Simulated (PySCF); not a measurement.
Structure elucidation problem

The spectra below were simulated for a compound C8H13P.

$^{1}$H NMR (500 MHz, computed): δ 6.25 (m, 1H), 5.14 (m, 1H), 5.00 (m, 1H), 3.73 (m, 1H), 2.00 (m, 2H), 1.95 (m, 2H), 1.40 (m, 1H), 0.86 (m, 2H), 0.37 (m, 2H).

$^{13}$C{$^{1}$H} NMR (computed): δ 154.2 (CH), 117.2 (CH2), 46.4 (CH), 29.7 (CH2), 14.9 (CH), 5.9 (CH2).

PySCF 2.14.0 with density-fitted response routines calculation with GFN2-xTB structure and NMR shieldings at PBE0/pcSseg-1/GIAO; relativity neglected, no solvent, one computed conformer, rapidly exchanging positions averaged.

Scale: TMS for $^{1}$H (σref 31.72), $^{13}$C (σref 186.93) (reference shieldings calculated alike).

Task: Deduce the structure.

Result: 
1. 6 carbon signals for 8 carbons: some carbons are equivalent by symmetry or fast rotation.
2. Carbon types of the structure: 3 × CH, 5 × CH2, which accounts for all hydrogens.
3. δC 154.2: alkene CH; as expected for a trigonal carbon in a double bond.
4. δC 117.2: terminal =CH2 carbon; the olefinic region.
5. δC 46.4: allylic sp3 CH; aliphatic region, no heteroatom directly attached.
6. δC 14.9, 5.9: three-membered-ring carbon; carbons of three-membered rings are unusually shielded.
7. δH 6.25: hydrogen on an alkene CH; a vinylic proton, deshielded by the sp2 carbon and the C=C anisotropy.
8. δH 5.14, 5.00: hydrogen on a terminal =CH2 carbon; olefinic region.
9. δH 1.40, 0.86, 0.37: hydrogen on a three-membered-ring carbon; cyclopropane-type protons are shielded by the ring.

The compound is SMILES C1C(P2CC(C=C)C2)C1.

This is the structure that produced the data.

Splittings by $^{31}$P in the carbon and heteronuclear signals aren't shown, as no couplings were computed. Shifts are as computed. Against solution values, carbons near 30 ppm lie about +3 ppm off and those near 130 ppm about +5 ppm. Of 1211 compounds with measured shifts, 218 miss one by over three times the rms of a fit or turn the order of signals round; such compounds aren't used in these exercises. Multiplicities follow the n + 1 count of equivalent neighbours, as no J values were calculated; m marks all less simple cases, F and P coupling included.
